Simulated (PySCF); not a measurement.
F3La, singlet, at a GFN2-xTB geometry (such geometries of metal compounds can be far from the true shape) (core potentials on La), with bond 3-1 at 1.25 times its length; PySCF with HF/def2-SV(P).

Input for PySCF:
```python
from pyscf import gto, scf

mol = gto.Mole()
mol.atom = '''
    La    0.031016   -0.056518   -0.134807
    F    -1.708650   -0.894191    0.331449
    F    -0.071595    2.390906   -0.540359
    F     1.563287   -0.649281    0.981575
'''
mol.basis = 'def2-sv(p)'
mol.ecp = {'La': 'def2-sv(p)'}
mol.charge = 0
mol.spin = 0
mol.verbose = 4
mol.build()

mf = scf.RHF(mol)
mf.kernel()
mo_i, mo_e, stable_i, stable_e = mf.stability(internal=True, external=True, return_status=True, nroots=6, tol=1e-6)
print('internally stable:', stable_i, ' externally stable:', stable_e)
if not stable_e:
    umf = mf.to_uhf() if not hasattr(mf, 'xc') else mf.to_uks()
    umf.scf_summary = {}
    umf.kernel(umf.make_rdm1(mo_e, umf.mo_occ))
```

Q: What does PySCF print? Leave out banner, timings and long lists.

A: 
```
PySCF version 2.14.0

[INPUT] verbose = 4
[INPUT] num. atoms = 4
[INPUT] num. electrons = 38
[INPUT] charge = 0
[INPUT] spin (= nelec alpha-beta = 2S) = 0
[INPUT] symmetry False subgroup None
[INPUT] Mole.unit = angstrom
[INPUT] Symbol           X                Y                Z      unit          X                Y                Z       unit  Magmom
[INPUT]  1 La     0.031016000000  -0.056518000000  -0.134807000000 AA    0.058611745480  -0.106803541108  -0.254748309674 Bohr   0.0
[INPUT]  2 F     -1.708650000000  -0.894191000000   0.331449000000 AA   -3.228880542738  -1.689776093051   0.626347834261 Bohr   0.0
[INPUT]  3 F     -0.071595000000   2.390906000000  -0.540359000000 AA   -0.135294941888   4.518157529579  -1.021130518944 Bohr   0.0
[INPUT]  4 F      1.563287000000  -0.649281000000   0.981575000000 AA    2.954184284093  -1.226963267884   1.854907920720 Bohr   0.0

nuclear repulsion = 109.387158312378
number of shells = 29
number of NR pGTOs = 122
number of NR cGTOs = 67
basis = def2-sv(p)
ecp = {'La': 'def2-sv(p)'}

******** <class 'pyscf.scf.hf.RHF'> ********
method = RHF
initial guess = minao
damping factor = 0
level_shift factor = 0
DIIS = <class 'pyscf.scf.diis.CDIIS'>
diis_start_cycle = 1
diis_space = 8
diis_damp = 0
SCF conv_tol = 1e-09
SCF conv_tol_grad = None
SCF max_cycles = 50
direct_scf = True
direct_scf_tol = 1e-13
Set gradient conv threshold to 3.16228e-05
Initial guess from minao.
init E= -325.418474142865
cycle= 1 E= -329.228081461206  delta_E= -3.81  |g|= 1.02  |ddm|= 10.5
cycle= 2 E= -329.315371173697  delta_E= -0.0873  |g|=  0.7  |ddm|= 1.08
cycle= 3 E= -329.393090219109  delta_E= -0.0777  |g|= 0.0368  |ddm|= 0.441
cycle= 4 E= -329.393445336687  delta_E= -0.000355  |g|= 0.00695  |ddm|= 0.0525
cycle= 5 E= -329.393466477731  delta_E= -2.11e-05  |g|= 0.00319  |ddm|= 0.0131
cycle= 6 E= -329.393470086439  delta_E= -3.61e-06  |g|= 0.000964  |ddm|= 0.0049
cycle= 7 E= -329.393470540848  delta_E= -4.54e-07  |g|= 0.000208  |ddm|= 0.00185
cycle= 8 E= -329.393470571841  delta_E= -3.1e-08  |g|= 4.44e-05  |ddm|= 0.000456
cycle= 9 E= -329.393470573099  delta_E= -1.26e-09  |g|= 8.42e-06  |ddm|= 9.8e-05
cycle= 10 E= -329.393470573144  delta_E= -4.46e-11  |g|= 2.04e-06  |ddm|= 2.18e-05
Extra cycle  E= -329.393470573147  delta_E= -3.3e-12  |g|= 8.75e-07  |ddm|= 3.66e-06
converged SCF energy = -329.393470573147
rhf_internal: lowest eigs of H = [1.20415576 1.20977524 1.21008844 1.27926871 1.28650859 1.28779238]
<class 'pyscf.scf.hf.RHF'> wavefunction is stable in the internal stability analysis
rhf_real2complex: lowest eigs of H = [0.29825947 0.30008345 0.30014159 0.3123176  0.31565608 0.34260276]
<class 'pyscf.scf.hf.RHF'> wavefunction is stable in the real -> complex stability analysis
rhf_external: lowest eigs of H = [0.25960187 0.28368997 0.29015952 0.29127697 0.30207335 0.30321185]
<class 'pyscf.scf.hf.RHF'> wavefunction is stable in the RHF/RKS -> UHF/UKS stability analysis
internally stable: True  externally stable: True
```
